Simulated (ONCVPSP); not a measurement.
# An all-electron radial function and its pseudo partner (Ni (Z = 28))

Columns: radius, all-electron u(r) and pseudo u(r) of the 3d shell (level -8.90 eV) of nickel in the configuration [Ne] 3s2 3p6 3d8 4s2; PBEsol, scalar-relativistic, ONCV scheme, ONCVPSP 4.0.1.

```json
{"r (bohr)": "0.062", "all-electron": "0.0308", "pseudo": "0.0091"}
{"r (bohr)": "0.125", "all-electron": "0.1516", "pseudo": "0.0682"}
{"r (bohr)": "0.188", "all-electron": "0.3257", "pseudo": "0.2011"}
{"r (bohr)": "0.250", "all-electron": "0.5038", "pseudo": "0.3910"}
{"r (bohr)": "0.312", "all-electron": "0.6611", "pseudo": "0.5999"}
{"r (bohr)": "0.375", "all-electron": "0.7882", "pseudo": "0.7858"}
{"r (bohr)": "0.438", "all-electron": "0.8803", "pseudo": "0.9156"}
{"r (bohr)": "0.500", "all-electron": "0.9389", "pseudo": "0.9831"}
{"r (bohr)": "0.562", "all-electron": "0.9706", "pseudo": "1.0048"}
{"r (bohr)": "0.625", "all-electron": "0.9809", "pseudo": "0.9990"}
{"r (bohr)": "0.688", "all-electron": "0.9745", "pseudo": "0.9807"}
{"r (bohr)": "0.750", "all-electron": "0.9562", "pseudo": "0.9573"}
{"r (bohr)": "0.812", "all-electron": "0.9298", "pseudo": "0.9299"}
{"r (bohr)": "0.875", "all-electron": "0.8974", "pseudo": "0.8974"}
{"r (bohr)": "0.938", "all-electron": "0.8615", "pseudo": "0.8615"}
{"r (bohr)": "1.000", "all-electron": "0.8243", "pseudo": "0.8243"}
{"r (bohr)": "1.062", "all-electron": "0.7864", "pseudo": "0.7864"}
{"r (bohr)": "1.125", "all-electron": "0.7479", "pseudo": "0.7479"}
{"r (bohr)": "1.188", "all-electron": "0.7100", "pseudo": "0.7100"}
{"r (bohr)": "1.250", "all-electron": "0.6737", "pseudo": "0.6737"}
{"r (bohr)": "1.312", "all-electron": "0.6386", "pseudo": "0.6386"}
{"r (bohr)": "1.375", "all-electron": "0.6044", "pseudo": "0.6044"}
{"r (bohr)": "1.438", "all-electron": "0.5717", "pseudo": "0.5717"}
{"r (bohr)": "1.500", "all-electron": "0.5411", "pseudo": "0.5411"}
{"r (bohr)": "1.562", "all-electron": "0.5121", "pseudo": "0.5121"}
{"r (bohr)": "1.625", "all-electron": "0.4840", "pseudo": "0.4840"}
```

Question: How many radial nodes do the two functions have?

Answer: The all-electron 3d function has n − l − 1 = 0; the pseudo-wave has 0.

Question: At about which radius was the pseudo-wave matched?

Answer: 0.85 bohr, where the columns begin to agree (steps of 0.06 bohr).

Question: Is the pseudo-wave norm-conserving?

Answer: Yes: the ONCV scheme keeps the norm inside the radius equal to the all-electron one, which fixes the energy derivative of the logarithmic derivative at the level.
